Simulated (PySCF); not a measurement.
Values are calculated unless marked as measured or tabulated.
## CH4FOSi

The system: CH4FOSi, a small molecule (built as: C site whose three back bonds go to SiH3, OH, F); neutral, doublet. The structure, one conformer, was relaxed in the gas phase by PBE0-D3(BJ)/def2-SVP. No frequency run checks that it is a minimum.

SMILES: O[C](F)[SiH3]

Coordinates in Å:
```
C1     -0.126    0.092   -0.907
Si2    -0.325   -0.179    0.925
O3      1.002    0.450   -1.547
F4     -1.187    0.465   -1.620
H5     -1.504   -1.063    1.140
H6      0.935   -0.855    1.366
H7     -0.499    1.061    1.754
H8      1.751    0.001   -1.139
```

EPR values by unrestricted B3LYP, IGLO-III on C F O Si, pcH-1 on H.

Task: Predict g and the largest hyperfine couplings. Where does the spin sit?

Result: g = 2.0019, 2.0042, 2.0053. The spin sits on C1 (81 %, bonded to 1 F + 1 O + 1 Si) by Mulliken populations.
```json
{"atom": "F4", "isotope": "19F", "isotropic (MHz)": "113.7", "dipolar, principal values (MHz)": "-196.9, -172.7, 369.6"}
{"atom": "C1", "isotope": "13C", "isotropic (MHz)": "124.8", "dipolar, principal values (MHz)": "-71.8, -70.6, 142.4"}
{"atom": "H7", "isotope": "1H", "isotropic (MHz)": "99.9", "dipolar, principal values (MHz)": "-3.3, -1.5, 4.8"}
{"atom": "O3", "isotope": "17O", "isotropic (MHz)": "-15.0", "dipolar, principal values (MHz)": "-55.0, 27.2, 27.8"}
{"atom": "H8", "isotope": "1H", "isotropic (MHz)": "-1.3", "dipolar, principal values (MHz)": "-10.7, -9.7, 20.3"}
{"atom": "H5", "isotope": "1H", "isotropic (MHz)": "9.0", "dipolar, principal values (MHz)": "-3.8, -2.3, 6.2"}
```

Task: How do the isotropic couplings move with BHandHLYP?

Result: F4 113.7 to 168.8 MHz, C1 124.8 to 161.4 MHz, H7 99.9 to 95.7 MHz, O3 -15.0 to -23.4 MHz.
